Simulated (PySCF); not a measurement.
Working out the ionisation energy of Ca⁺

Ca⁺ [Ar] 4s1 (2S) → Ca²⁺ [Ar] (1S). Computed with PySCF 2.14 in aug-cc-pwCVTZ-X2C with one added diffuse shell each of s, p, d, f type (10s9p7d4f, 100 functions), with scalar relativity by spin-free X2C-1e. Frozen: [Ne]. Energies in hartree (1 hartree = 27.21139 eV):

```json
{"part": "UHF", "Ca⁺ (lower)": "-679.447951", "Ca²⁺ (upper)": "-679.030580"}
{"part": "CCSD correlation", "Ca⁺ (lower)": "-0.241571", "Ca²⁺ (upper)": "-0.225271"}
{"part": "(T)", "Ca⁺ (lower)": "-0.005733", "Ca²⁺ (upper)": "-0.004597"}
```

**Question.** What does Hartree-Fock give?

**Answer.** (-679.030580) − (-679.447951) = 0.417371 hartree = 11.357 eV.

**Question.** What do CCSD and CCSD(T) give?

**Answer.** The CCSD correlation energies differ by 0.016300 hartree = 0.444 eV and the triples by 0.001136 hartree = 0.031 eV, so CCSD gives 11.801 eV and CCSD(T) 11.832 eV.

Measured between the centres of the two terms (NIST): 11.872 eV, so CCSD(T) (valence and next inner shell) is off by -0.040 eV.

What remains against the reference includes basis incompleteness, the frozen core and higher excitations.
